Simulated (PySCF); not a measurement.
# Spin-rotation constants: SMILES ClB(Cl)/C=C\[Se-], [C$_{2}$H$_{2}$BCl$_{2}$Se]-, charge -1

Molfile (atoms numbered from 1):
```
C2H2BCl2Se
     RDKit          3D

  8  7  0  0  0  0  0  0  0  0999 V2000
   -2.5903    1.1665    0.1132 Cl  0  0  0  0  0  0  0  0  0  0  0  0
   -1.2554   -0.0078    0.0817 B   0  0  0  0  0  0  0  0  0  0  0  0
   -1.7430   -1.6624    0.1987 Cl  0  0  0  0  0  0  0  0  0  0  0  0
    0.1377    0.5277   -0.0379 C   0  0  0  0  0  0  0  0  0  0  0  0
    1.3291   -0.1442   -0.0853 C   0  0  0  0  0  0  0  0  0  0  0  0
    1.6602   -1.9331   -0.0218 Se  0  0  0  0  0  1  0  0  0  0  0  0
    0.2352    1.6104   -0.0969 H   0  0  0  0  0  0  0  0  0  0  0  0
    2.2354    0.4523   -0.1760 H   0  0  0  0  0  0  0  0  0  0  0  0
  1  2  1  0
  2  3  1  0
  2  4  1  0
  4  5  2  0
  5  6  1  0
  4  7  1  0
  5  8  1  0
M  CHG  1   6  -1
M  END
```

Level of theory: GIAO B3LYP/aug-pcSseg-1 magnetisability, rotational g tensor and spin-rotation constants, non-relativistic, gas phase (PySCF). Geometry: GFN2-xTB.

The calculation is non-relativistic, which matters for the atoms heavier than Zn. For an ion the centre-of-mass motion in the field is neglected.

Q: Give the nuclear spin-rotation constants along the inertial axes (H = +C I·J) beside the isotropic shieldings.

A: Rotational constants 3.5147, 0.6604, 0.5559 GHz. A star marks the isotopologue with that one atom substituted, in its own axes.
| atom | isotope | Caa (kHz) | Cbb (kHz) | Ccc (kHz) | mean (kHz) | σ (ppm) |
| --- | --- | --- | --- | --- | --- | --- |
| Cl1 | 35Cl | 0.591 | 0.200 | 0.120 | 0.304 | 762.2 |
| B2 | 11B | 1.216 | 0.214 | 0.116 | 0.515 | 54.8 |
| Cl3 | 35Cl | 1.118 | 0.154 | 0.096 | 0.456 | 742.4 |
| H7 | 1H | -0.195 | 0.067 | -0.055 | -0.061 | 25.3 |
| H8 | 1H | -0.036 | 0.065 | -0.034 | -0.002 | 20.7 |
| C4 | 13C* | 1.161 | 0.317 | 0.093 | 0.524 | 51.3 |
| C5 | 13C* | 2.100 | 0.431 | 0.089 | 0.873 | -44.9 |
| Se6 | 77Se* | 12.496 | 1.729 | 0.762 | 4.996 | 862.6 |

For the geometry as given, no vibrational averaging.

Q: How do the rotational constants and the g tensor change when H7, H8 are replaced by deuterium?

A: Constants 3.2713, 0.6580, 0.5478 GHz; g -0.0627, -0.0207, -0.0126, against -0.0674, -0.0208, -0.0127 before.
